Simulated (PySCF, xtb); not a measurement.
Ga(PH2)3 (GaH₆P₃), SMILES [PH2][Ga]([PH2])[PH2].

GFN2-xTB run with xtb at its own geometry gives an orbital gap of 2.90 eV and a dipole moment of 0.96 D.

Geometry: PBE0-D3(BJ)/def2-SVP. The structure was generated by enumeration; whether it is a known compound was not checked. The values are those of a single conformer.

Problem. What does PBE/def2-TZVP (PySCF) give? (Estimate from the structure and the level; the computed values follow.)

Solution. gap 3.79 eV (levels -6.05 and -2.27 eV), dipole 0.57 D.
